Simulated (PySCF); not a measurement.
C4H7O, SMILES C[CH]C(C)=O, multiplicity 2. Coordinates come from a TPSSh-D3(BJ)/def2-SVP optimisation. The isomer is the one that the SMILES or the coordinates give; other isomers of the formula were not compared. Other conformers were not sampled.

Computed equilibrium geometry at TPSSh-D3(BJ)/def2-SVP (PySCF confirms it by a frequency run) as bond lengths and angles (one conformer of several):
Atoms: C1 C2 C3 C4 O5 H6 H7 H8 H9 H10 H11 H12. Bond lengths (Å): C1–C2 1.484, C1–H6 1.099, C1–H7 1.106, C1–H8 1.105, C2–C3 1.452, C2–H9 1.096, C3–C4 1.520, C3–O5 1.236, C4–H10 1.102, C4–H11 1.097, C4–H12 1.103. Angles (°): C2–C1–H6 109.9, C2–C1–H7 111.1, C2–C1–H8 111.1, H6–C1–H7 109.3, H6–C1–H8 109.3, H7–C1–H8 106.1, C1–C2–C3 121.6, C1–C2–H9 119.5, C3–C2–H9 118.9, C2–C3–C4 117.9, C2–C3–O5 120.9, C4–C3–O5 121.2, C3–C4–H10 110.7, C3–C4–H11 109.3, C3–C4–H12 110.7, H10–C4–H11 109.5, H10–C4–H12 107.2, H11–C4–H12 109.4.
Charge 0, spin multiplicity 2.
